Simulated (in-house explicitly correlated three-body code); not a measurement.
Computed with an exponentially correlated three-body code. Model: two electrons around a point charge, non-relativistic, variational in 260 exponentially correlated functions (energies converged to about 1e-7 hartree, or 1e-8 relative for large Z).

For two electrons in a singlet the Kohn-Sham orbital is the square root of half the density, so the exact Kohn-Sham potential and energy parts follow from the density alone, and exchange is minus half the Hartree energy. The Kohn-Sham level equals minus the binding energy of the second electron.

Command:
```bash
python run_hyl.py task.json out
```
Settings (lengths in bohr, energies in hartree):
```
Z                      1.76
interaction_strength   1
functions              260
states_tried           13
```

Time taken, with all properties: 33 s on 1 thread of Intel(R) Xeon(R) Platinum 8375C CPU @ 2.90GHz (Ice Lake) (shared host).

**Those bound S and P states to n = 4 that converged, binding against the one-electron ion.**

Given: nuclear charge 1.76.

Computed: one-electron threshold -1.5488 hartree.

```json
{"term": "1 1S", "energy (hartree)": "-2.1509002", "binding (eV)": "16.384", "quantum defect": "0.30743"}
{"term": "2 3S", "energy (hartree)": "-1.65713376", "binding (eV)": "2.9479", "quantum defect": "0.36726"}
{"term": "2 1S", "energy (hartree)": "-1.63689395", "binding (eV)": "2.3972", "quantum defect": "0.18939"}
{"term": "2 3P", "energy (hartree)": "?", "binding (eV)": "?", "quantum defect": "?"}
{"term": "2 1P", "energy (hartree)": "-1.62056689", "binding (eV)": "1.9529", "quantum defect": "-0.0060258"}
{"term": "3 3S", "energy (hartree)": "-1.59018327", "binding (eV)": "1.1261", "quantum defect": "0.35828"}
{"term": "3 1S", "energy (hartree)": "-1.58517152", "binding (eV)": "0.98972", "quantum defect": "0.18215"}
{"term": "3 3P", "energy (hartree)": "-1.58231756", "binding (eV)": "0.91206", "quantum defect": "0.064633"}
{"term": "3 1P", "energy (hartree)": "-1.58071832", "binding (eV)": "0.86854", "quantum defect": "-0.0080054"}
{"term": "4 3S", "energy (hartree)": "-1.57054577", "binding (eV)": "0.59173", "quantum defect": "0.35572"}
{"term": "4 1S", "energy (hartree)": "?", "binding (eV)": "?", "quantum defect": "?"}
{"term": "4 3P", "energy (hartree)": "-1.56746129", "binding (eV)": "0.5078", "quantum defect": "0.06606"}
{"term": "4 1P", "energy (hartree)": "-1.56677278", "binding (eV)": "0.48906", "quantum defect": "-0.0085839"}
```

(1) What belongs in the row 2 3P?

(2) What belongs in the row 4 1S?

**Electric-dipole lines between converged S and P states, rate of the upper state's decay.**

```csv
s state,p state,p minus s (eV),oscillator strength from s,rate (1/s)
1 1S,2 1P,14.431,0.20883,6.2904e+08
1 1S,3 1P,15.515,0.057614,2.0061e+08
1 1S,4 1P,15.895,0.023699,8.6602e+07
2 1S,2 1P,0.44428,0.46132,1.3171e+06
2 1S,3 1P,1.5286,0.10671,3.6066e+06
2 1S,4 1P,1.9081,0.037617,1.9809e+06
3 1S,2 1P,-0.96316,-0.17682,7.1177e+06
3 1S,3 1P,0.12118,0.75997,161410
3 1S,4 1P,0.50066,0.094716,343390
4 1S,2 1P,-1.4143,-0.02957,2.5666e+06
4 1S,3 1P,-0.33,-0.36927,1.7449e+06
4 1S,4 1P,0.049478,1.0373,36730
2 3S,2 3P,0.85983,0.6448,6.895e+06
2 3S,3 3P,?,?,?
2 3S,4 3P,2.4401,0.013443,1.1577e+06
3 3S,2 3P,-0.96199,-0.26385,1.0595e+07
3 3S,3 3P,0.21404,1.0585,701390
3 3S,4 3P,0.6183,0.014129,78128
4 3S,2 3P,-1.4964,-0.035663,3.4649e+06
4 3S,3 3P,?,?,?
4 3S,4 3P,0.083933,1.4383,146550
```

(3) What belongs in the row 2 3S 3 3P?

(4) What belongs in the row 4 3S 3 3P?

**Functionals on the exact density and self-consistent, errors are functional minus exact, hybrids only self-consistent, a dash where a self-consistent run leaves the top level unbound.**

```
       result  exchange error (millihartree)  correlation error (millihartree)  functional driven error (millihartree)  density driven error (millihartree)  self consistent total error (millihartree)  top level plus exact binding (eV)
          PBE                         7.8245                            1.0256                                  8.8501                             -0.86999                                      7.9801                             7.2847
       PBEsol                              ?                                 ?                                       ?                                    ?                                           ?                                  ?
B3LYP VWN-RPA                              -                                 -                                       -                                    -                                     -12.056                             5.3988
         TPSS                        -5.2213                          -0.12202                                 -5.3433                              -0.2462                                     -5.5895                             6.8819
        wB97X                              -                                 -                                       -                                    -                                     -1.1677                             2.4696
       r2SCAN                        -5.5067                            4.6887                                -0.81807                             -0.23063                                     -1.0487                             6.6832
         SCAN                        -5.5067                            4.6887                                -0.81807                             -0.23063                                     -1.0487                             6.6832
     LDA PW92                         119.48                           -63.736                                   55.74                              -1.5273                                      54.213                             7.4165
         OLYP                        -2.2706                          -0.47218                                 -2.7428                              -1.2936                                     -4.0363                             7.2784
         PBE0                              -                                 -                                       -                                    -                                           ?                                  ?
     LDA VWN5                         119.48                           -64.045                                  55.431                              -1.5117                                      53.919                             7.4135
         BLYP                        -2.1163                          -0.47218                                 -2.5885                              -1.2479                                     -3.8364                             7.1782
         RPBE                        -7.3637                            1.0256                                 -6.3381                             -0.99976                                     -7.3378                             7.2414
         AM05                         91.079                           -50.055                                  41.024                              -1.0446                                       39.98                             7.5228
```

(5) What belongs in the row PBEsol?

(6) What belongs in the row PBE0?

**Density and exact potentials over r, pair density (one pair, times 4 pi r12^2) and exact minus Kohn-Sham pair density over r12.**

```json
{"radius (bohr)": "0.131", "radial density (electrons/bohr)": "0.322", "exchange potential (hartree)": "-1.4146", "intracule density (1/bohr)": "0.01441", "Coulomb hole against Kohn-Sham (1/bohr)": "-0.0109", "correlation potential (hartree)": "-0.047"}
{"radius (bohr)": "0.153", "radial density (electrons/bohr)": "0.40732", "exchange potential (hartree)": "-1.4039", "intracule density (1/bohr)": "0.019826", "Coulomb hole against Kohn-Sham (1/bohr)": "-0.01435", "correlation potential (hartree)": "-0.043"}
{"radius (bohr)": "0.179", "radial density (electrons/bohr)": "0.5102", "exchange potential (hartree)": "-1.39", "intracule density (1/bohr)": "0.02735", "Coulomb hole against Kohn-Sham (1/bohr)": "-0.0188", "correlation potential (hartree)": "-0.038"}
{"radius (bohr)": "0.21", "radial density (electrons/bohr)": "0.63215", "exchange potential (hartree)": "-1.372", "intracule density (1/bohr)": "0.037877", "Coulomb hole against Kohn-Sham (1/bohr)": "-0.02446", "correlation potential (hartree)": "-0.032"}
{"radius (bohr)": "0.247", "radial density (electrons/bohr)": "0.77211", "exchange potential (hartree)": "-1.3487", "intracule density (1/bohr)": "0.052561", "Coulomb hole against Kohn-Sham (1/bohr)": "-0.03151", "correlation potential (hartree)": "-0.025"}
{"radius (bohr)": "0.289", "radial density (electrons/bohr)": "0.91876", "exchange potential (hartree)": "-1.3205", "intracule density (1/bohr)": "0.071829", "Coulomb hole against Kohn-Sham (1/bohr)": "-0.03954", "correlation potential (hartree)": "-0.017"}
{"radius (bohr)": "0.339", "radial density (electrons/bohr)": "1.0717", "exchange potential (hartree)": "-1.2853", "intracule density (1/bohr)": "0.097967", "Coulomb hole against Kohn-Sham (1/bohr)": "-0.04865", "correlation potential (hartree)": "-0.008"}
{"radius (bohr)": "0.397", "radial density (electrons/bohr)": "1.2162", "exchange potential (hartree)": "-1.2431", "intracule density (1/bohr)": "0.13189", "Coulomb hole against Kohn-Sham (1/bohr)": "-0.05798", "correlation potential (hartree)": "0.001"}
{"radius (bohr)": "0.466", "radial density (electrons/bohr)": "1.3421", "exchange potential (hartree)": "-1.1923", "intracule density (1/bohr)": "0.1759", "Coulomb hole against Kohn-Sham (1/bohr)": "-0.06659", "correlation potential (hartree)": "0.01"}
{"radius (bohr)": "0.546", "radial density (electrons/bohr)": "1.4304", "exchange potential (hartree)": "-1.1338", "intracule density (1/bohr)": "0.22965", "Coulomb hole against Kohn-Sham (1/bohr)": "-0.07252", "correlation potential (hartree)": "0.019"}
{"radius (bohr)": "0.64", "radial density (electrons/bohr)": "1.4679", "exchange potential (hartree)": "-1.0671", "intracule density (1/bohr)": "0.29301", "Coulomb hole against Kohn-Sham (1/bohr)": "-0.07366", "correlation potential (hartree)": "0.025"}
{"radius (bohr)": "0.75", "radial density (electrons/bohr)": "1.4433", "exchange potential (hartree)": "-0.99328", "intracule density (1/bohr)": "0.36255", "Coulomb hole against Kohn-Sham (1/bohr)": "-0.06775", "correlation potential (hartree)": "0.03"}
{"radius (bohr)": "0.879", "radial density (electrons/bohr)": "1.3525", "exchange potential (hartree)": "-0.91352", "intracule density (1/bohr)": "0.4318", "Coulomb hole against Kohn-Sham (1/bohr)": "-0.0534", "correlation potential (hartree)": "0.031"}
{"radius (bohr)": "1.03", "radial density (electrons/bohr)": "1.2008", "exchange potential (hartree)": "-0.82988", "intracule density (1/bohr)": "0.49022", "Coulomb hole against Kohn-Sham (1/bohr)": "-0.03115", "correlation potential (hartree)": "0.03"}
{"radius (bohr)": "1.21", "radial density (electrons/bohr)": "0.99979", "exchange potential (hartree)": "-0.74327", "intracule density (1/bohr)": "0.52513", "Coulomb hole against Kohn-Sham (1/bohr)": "-0.00398", "correlation potential (hartree)": "0.025"}
{"radius (bohr)": "1.42", "radial density (electrons/bohr)": "0.77637", "exchange potential (hartree)": "-0.65815", "intracule density (1/bohr)": "0.52257", "Coulomb hole against Kohn-Sham (1/bohr)": "0.02132", "correlation potential (hartree)": "0.02"}
{"radius (bohr)": "1.66", "radial density (electrons/bohr)": "?", "exchange potential (hartree)": "?", "intracule density (1/bohr)": "?", "Coulomb hole against Kohn-Sham (1/bohr)": "?", "correlation potential (hartree)": "?"}
{"radius (bohr)": "1.95", "radial density (electrons/bohr)": "0.36576", "exchange potential (hartree)": "-0.50162", "intracule density (1/bohr)": "0.39198", "Coulomb hole against Kohn-Sham (1/bohr)": "0.04162", "correlation potential (hartree)": "0.009"}
{"radius (bohr)": "2.28", "radial density (electrons/bohr)": "0.2173", "exchange potential (hartree)": "-0.43378", "intracule density (1/bohr)": "0.28646", "Coulomb hole against Kohn-Sham (1/bohr)": "0.03393", "correlation potential (hartree)": "0.005"}
{"radius (bohr)": "2.68", "radial density (electrons/bohr)": "?", "exchange potential (hartree)": "?", "intracule density (1/bohr)": "?", "Coulomb hole against Kohn-Sham (1/bohr)": "?", "correlation potential (hartree)": "?"}
{"radius (bohr)": "3.14", "radial density (electrons/bohr)": "0.050159", "exchange potential (hartree)": "-0.3179", "intracule density (1/bohr)": "0.094461", "Coulomb hole against Kohn-Sham (1/bohr)": "0.008079", "correlation potential (hartree)": "0.001"}
{"radius (bohr)": "3.68", "radial density (electrons/bohr)": "0.018941", "exchange potential (hartree)": "-0.27158", "intracule density (1/bohr)": "0.040876", "Coulomb hole against Kohn-Sham (1/bohr)": "0.001242", "correlation potential (hartree)": "0"}
```

(7) What belongs in the row 1.66?

(8) What belongs in the row 2.68?

Results:

(1) energy (hartree): -1.62553568; binding (eV): 2.0881; quantum defect: 0.060008.

(2) energy (hartree): -1.56859108; binding (eV): 0.53854; quantum defect: 0.18.

(3) p minus s (eV): 2.0359; oscillator strength from s: 0.026872; rate (1/s): 1.6109e+06.

(4) p minus s (eV): -0.32033; oscillator strength from s: -0.54269; rate (1/s): 2.4163e+06.

(5) exchange error (millihartree): 47.316; correlation error (millihartree): -9.0553; functional driven error (millihartree): 38.261; density driven error (millihartree): -0.91116; self consistent total error (millihartree): 37.35; top level plus exact binding (eV): 7.4811.

(6) self consistent total error (millihartree): 6.6338; top level plus exact binding (eV): 5.2219.

(7) radial density (electrons/bohr): 0.56111; exchange potential (hartree): -0.57839; intracule density (1/bohr): 0.47772; Coulomb hole against Kohn-Sham (1/bohr): 0.03768; correlation potential (hartree): 0.014.

(8) radial density (electrons/bohr): 0.11165; exchange potential (hartree): -0.37136; intracule density (1/bohr): 0.17847; Coulomb hole against Kohn-Sham (1/bohr): 0.02016; correlation potential (hartree): 0.002.

The density-driven part is never positive, since each functional's own density lowers its energy. Here it is small beside the functional-driven part (median ratio 0.098), the normal case.
